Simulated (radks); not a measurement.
Trend from Ni2+ to Pt2+: ionisation energy by Delta-SCF between NIST ground configurations, and size. Method: scalar-relativistic Kohn-Sham, LDA (Slater exchange, Perdew-Wang correlation), spin-polarised, spherical densities, finite nucleus; open shells are filled with parallel spins first (spin-orbit coupling, left out, can overturn this in heavy ions); Fermi nuclear charge, rms radius of each element as measured or else 0.836 A^(1/3) + 0.57 fm; computed with a radial shooting solver on a logarithmic mesh with Libxc functionals.

species,configuration,configuration of the ion,IE (eV),NIST (eV),kind,outermost,<r> outermost (bohr),r at 0.001 e/bohr^3 (bohr)
Ni2+,[Ar] 3d8,[Ar] 3d7,36.334,35.19,exp.,3d,0.981,2.96
Pd2+,[Kr] 4d8,[Kr] 4d7,33.632,32.930,semi-emp.,4d,1.38,3.36
Pt2+,[Xe] 4f14 5d8,[Xe] 4f14 5d7,31.655,29,theory,5d,1.56,3.56

Reference values: NIST Atomic Spectra Database (exp. = measured, semi-emp. = semi-empirical, theory = theoretical value adopted there). Open shells are spherical and high-spin; term and fine-structure splittings are not resolved. Spin-orbit splitting is averaged out at the scalar-relativistic level.
